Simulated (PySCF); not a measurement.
# Computed structure and properties of Er(SH)3(H2O)

System: Er(SH)3(H2O) (singlet in the valence; each metal's 4f electrons, 11 of them, lie in its core potential, out of spins and levels); start: template (C1). Method: PySCF 2.14.0, RKS PBE0, Er lcecp-1-SVP with ECP57, S def2-SVP, H def2-SVP, O def2-SVP; non-relativistic Hamiltonian with scalar-relativistic core potentials where named; density fitting; no spin-orbit coupling.

Input of the relaxation:

```python
mol = gto.M(atom='''
Er    -0.08780     0.09347    -0.09536
S      1.46030     1.64157     1.45274
H      2.18150     0.77067     2.17394
S     -1.63590    -1.45463     1.45274
H     -2.35710    -0.58373     2.17394
S      1.46030    -1.45463    -1.64346
H      1.12010    -2.70663    -1.30326
O     -1.48640     1.49207    -1.49396
H     -1.51270     2.46147    -1.52026
H     -2.14140     1.20407    -2.14896''',
    basis={'Er': 'lcecp-1-SVP', 'S': 'def2-SVP', 'H': 'def2-SVP', 'O': 'def2-SVP'},
    ecp={'Er': 'lcecp-1-SVP'},
    charge=0, spin=0)
mf = dft.RKS(mol, xc='PBE0')
mf.grids.atom_grid = (50, 194)  # f atoms: unpruned, at least (60, 302)
mf = mf.density_fit()  # fitting sets: Er AutoAux, S def2-universal-JKFIT, H def2-universal-JKFIT, O def2-universal-JKFIT
mf.conv_tol = 1e-08; mf.max_cycle = 55
mf.kernel(dm0)  # dm0: converged density of the start geometry
# quasi-Newton relaxation in Cartesian coordinates to a largest gradient under 0.00045 Eh/bohr, steps kept in the point group
```

Run from Python with OMP_NUM_THREADS=2; the lines above give its settings. Where DIIS fails, smearing, a level shift and second-order steps follow.
It took 5.6 min on 2 threads of Arm Neoverse V1 (shared host), from the converged density of the start.

Course of the relaxation:

| step | energy above end (eV) | largest force component within the symmetry (eV/Å) |
| --- | --- | --- |
| 0 | 0.5292 | 0.865 |
| 1 | 0.3520 | 0.512 |
| 2 | 0.2204 | 0.376 |
| 3 | 0.1849 | 0.310 |
| 4 | 0.1262 | 0.427 |
| 5 | 0.0969 | 0.133 |
| 6 | 0.0923 | 0.474 |
| 7 | 0.0863 | 0.307 |
| 37 | 0.0005 | 0.030 |
| 38 | 0.0004 | 0.022 |
| 39 | 0.0003 | 0.030 |
| 40 | 0.0002 | 0.031 |
| 41 | 0.0001 | 0.037 |
| 42 | 0.0000 | 0.019 |
(The steps between are left out.)

Relaxed geometry (C1):

```xyz
10

Er    0.0075   -0.2081    0.0647
S     0.9616    1.6818    1.5428
H     2.2471    1.4390    1.1912
S    -2.1323   -1.4252    0.8329
H    -2.2838   -0.6229    1.9150
S     1.6548   -1.5507   -1.3819
H     0.9007   -2.6731   -1.3011
O    -1.1952    1.3280   -1.2497
H    -1.0110    2.2756   -1.1987
H    -2.1485    1.2192   -1.3671
```

| contact | Å |
| --- | --- |
| Er1–S2 (SH) | 2.582 |
| Er1–S4 (SH) | 2.579 |
| Er1–S6 (SH) | 2.571 |
| Er1–O8 (H2O) | 2.352 |

On the finer grid (75, 302):

The HOMO is -6.97 eV and the LUMO is -1.20 eV. The dipole about the centre of mass is 5.20 D. The set of Mulliken populations of Er1 outside the core potential is s 2.40, p 6.47, d 1.41, f 0.03 and the D3(BJ) dispersion energy (not in the energies) is -0.254 eV.

```
atom  Mulliken (e)  Löwdin (e)  spin (e)
 Er1          0.69       -0.26      0.00
  S2         -0.42       -0.04      0.00
  H3          0.11        0.02      0.00
  S4         -0.41       -0.04      0.00
  H5          0.11        0.02      0.00
  S6         -0.41       -0.03      0.00
  H7          0.11        0.02      0.00
  O8         -0.28        0.02      0.00
  H9          0.25        0.14      0.00
 H10          0.25        0.14      0.00
```

The 4f levels lie in the core potential and are missing. Their spin isn't counted.

No frequency check is given for this geometry.

Taking off one SH (charge -1, singlet; the rest: singlet) in vacuum, both parts rigid, costs 8.76 eV; the small basis without counterpoise inflates it. Most of it is the attraction of opposite charges; other ways to part are cheaper, and one spin state was tried for the rest.

Rigid scan of SH along the line from its metal:

```tsv
distance to S2 (Å)	energy (eV)
2.28	0.598
2.38	0.233
2.48	0.051
2.58	0.000
2.68	0.043
2.78	0.151
2.98	0.486
3.28	1.109
3.68	1.940
4.18	2.823
```

Taking off one H2O (charge 0, singlet; the rest: singlet) in vacuum, both parts rigid, costs 1.50 eV; the small basis without counterpoise inflates it.

Rigid scan of H2O along the line from its metal:

(distance to O8 (Å), energy (eV)): (2.05, 0.435), (2.15, 0.161), (2.25, 0.033), (2.35, 0.000), (2.45, 0.027), (2.55, 0.091), (2.75, 0.267), (3.05, 0.544), (3.45, 0.838), (3.95, 1.081)

One start shape was tried, so this needn't be the lowest isomer.

An lcecp potential fixes the number of 4f electrons, so in runs with it no electron can move into or out of that shell.
